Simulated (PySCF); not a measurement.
B3LYP has the VWN-RPA correlation part, as in Gaussian. 

## C5H12, SMILES `CC(C)(C)C` (charge 0, multiplicity 1)

Level of theory: B3LYP-D3(BJ)/def2-TZVP (PySCF).

- HOMO: -8.79 eV
- dipole moment: 0.00 D
- HOMO–LUMO gap: 9.44 eV
- LUMO: 0.65 eV
- total energy: -197.8720 Ha
- cost: about 110 core-seconds (a rough figure)

Bonded distances (Å): C1–C2 1.533, C1–H6 1.092, C1–H7 1.092, C1–H8 1.092, C2–C3 1.533, C2–C4 1.533, C2–C5 1.533, C3–H9 1.092, C3–H10 1.092, C3–H11 1.092, C4–H12 1.092, C4–H13 1.092, C4–H14 1.092, C5–H15 1.092, C5–H16 1.092, C5–H17 1.092. Bond angles (°): C2–C1–H6 111.0, C2–C1–H7 111.0, C2–C1–H8 111.0, H6–C1–H7 107.9, H6–C1–H8 107.9, H7–C1–H8 107.9, C1–C2–C3 109.5, C1–C2–C4 109.5, C1–C2–C5 109.5, C3–C2–C4 109.5, C3–C2–C5 109.5, C4–C2–C5 109.5, C2–C3–H9 111.0, C2–C3–H10 111.0, C2–C3–H11 111.0, H9–C3–H10 107.9, H9–C3–H11 107.9, H10–C3–H11 107.9, C2–C4–H12 111.0, C2–C4–H13 111.0, C2–C4–H14 111.0, H12–C4–H13 107.9, H12–C4–H14 107.9, H13–C4–H14 107.9, C2–C5–H15 111.0, C2–C5–H16 111.0, C2–C5–H17 111.0, H15–C5–H16 107.9, H15–C5–H17 107.9, H16–C5–H17 107.9.
